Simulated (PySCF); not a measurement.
C6H8N3: g tensor and hyperfine couplings

C6H8N3 (doublet state).
Numbering: `[CH3:1]/[N:2]=[CH:3]\[CH:4][n:5]1[cH:6][cH:7][n:8][cH:9]1` (hydrogens: H10, H11, H12 on C1; H13 on C3; H14 on C4; H15 on C6; H16 on C7; H17 on C9)

Structure used (GFN2-xTB), in Å, numbered top down from 1:
```
atom  x, y, z in Å
C1     3.134    0.501   -0.051
N2     2.308   -0.370   -0.825
C3     1.039   -0.475   -0.598
C4     0.281    0.166    0.387
N5    -1.055   -0.007    0.571
C6    -1.946   -0.782   -0.136
C7    -3.160   -0.601    0.453
N8    -3.051    0.262    1.508
C9    -1.802    0.599    1.557
H10    3.220    0.152    0.984
H11    4.127    0.494   -0.500
H12    2.760    1.530   -0.026
H13    0.530   -1.162   -1.265
H14    0.745    0.844    1.089
H15   -1.658   -1.379   -0.975
H16   -4.106   -1.032    0.195
H17   -1.373    1.271    2.273
```

The hyperfine couplings belong to this conformer and change with its torsions.

Method: UKS B3LYP, pcH-1 on C H N, non-relativistic, mean-field spin-orbit, GIAO in PySCF 2.14.0. The structure is a single GFN2-xTB conformer in the gas phase; no vibrational or solvent corrections. The geometry wasn't refined by DFT: couplings that depend on bond lengths, twists or pyramidal angles can differ widely from those at the functional's own minimum. Stability of the SCF solution: not tested.

| Quantity | Value |
| --- | --- |
| g1, g2, g3 | 2.00212, 2.00343, 2.00477 |
| g_iso | 2.00344 |
| Form of g | rhombic: the two nearest values differ by 49 % of g3 − g1 |
| ⟨S²⟩ | 0.7711 (exact 0.7500) |

Hyperfine couplings atom by atom, in MHz; T1 to T3 are the principal values of the dipolar part; ρ(0) is the spin density at the nucleus:

| atom | isotope | a_iso | T1 | T2 | T3 | Mulliken spin population | ρ(0) (bohr⁻³) |
| --- | --- | --- | --- | --- | --- | --- | --- |
| C1 | 13C | -16.8 | -1.3 | -0.8 | 2.0 | -0.04 | -0.0150 |
| N2 | 14N | 18.0 | -21.4 | -21.2 | 42.6 | 0.45 | 0.0557 |
| C3 | 13C | -40.3 | -25.0 | 9.0 | 16.0 | -0.20 | -0.0358 |
| C4 | 13C | 50.4 | -48.9 | -48.6 | 97.5 | 0.60 | 0.0449 |
| N5 | 14N | -3.0 | -3.0 | -2.3 | 5.3 | 0.01 | -0.0094 |
| C6 | 13C | -2.5 | -0.7 | 0.0 | 0.7 | -0.01 | -0.0022 |
| C7 | 13C | 4.3 | -5.6 | -5.0 | 10.6 | 0.06 | 0.0039 |
| N8 | 14N | 0.9 | -1.9 | -1.8 | 3.7 | 0.03 | 0.0027 |
| C9 | 13C | 3.9 | -6.4 | -4.9 | 11.3 | 0.06 | 0.0035 |
| H10 | 1H | 60.5 | -3.3 | -1.4 | 4.8 | 0.03 | 0.0135 |
| H11 | 1H | 1.4 | -3.1 | -2.9 | 5.9 | 0.00 | 0.0003 |
| H12 | 1H | 43.7 | -3.7 | -0.9 | 4.6 | 0.03 | 0.0098 |
| H13 | 1H | 7.3 | -5.2 | -0.5 | 5.6 | 0.01 | 0.0016 |
| H14 | 1H | -39.0 | -20.4 | -1.5 | 21.9 | -0.03 | -0.0087 |
| H15 | 1H | -0.5 | -2.3 | -1.1 | 3.4 | 0.00 | -0.0001 |
| H16 | 1H | -5.3 | -3.3 | -0.9 | 4.2 | 0.00 | -0.0012 |
| H17 | 1H | -5.5 | -2.3 | -2.0 | 4.3 | 0.00 | -0.0012 |

Largest spin populations (Mulliken): C4 (+0.60), N2 (+0.45), C3 (-0.20) and C7 (+0.06). The angles at C4 add up to 360.0°, so it is planar; its axial dipolar tensor and the negative coupling of its proton fit spin in a p orbital normal to that plane.

Axes: g2 points within 5° of the C3–C4 bond.

Under fast tumbling the dipolar parts average out, and these isotropic splittings remain (the largest six): 1 × 1H (H14, I = 1/2, 2 lines) with 1.39 mT, 3 × 1H (H10/H11/H12, I = 1/2, 4 lines) with 1.26 mT, 1 × 14N (N2, I = 1, 3 lines) with 0.64 mT, 1 × 1H (H13, I = 1/2, 2 lines) with 0.26 mT, 1 × 1H (H17, I = 1/2, 2 lines) with 0.20 mT and 1 × 1H (H16, I = 1/2, 2 lines) with 0.19 mT.

Means are taken over nuclei equivalent by connectivity, which assumes that they swap fast. The three 1H nuclei of mean +35.2 MHz run from 1.4 to 60.5 MHz in the frozen geometry.

The 13C coupling of C4 (50.4 MHz) shows only in satellite lines or after enrichment, since that isotope makes up about 1.07 % of natural carbon.

β density exceeds α density at some nuclei, such as C3 (-0.0358), C1 (-0.0150) and N5 (-0.0094), spin density in bohr⁻³. In a single determinant that takes different orbitals for the two spins, that is spin polarisation.
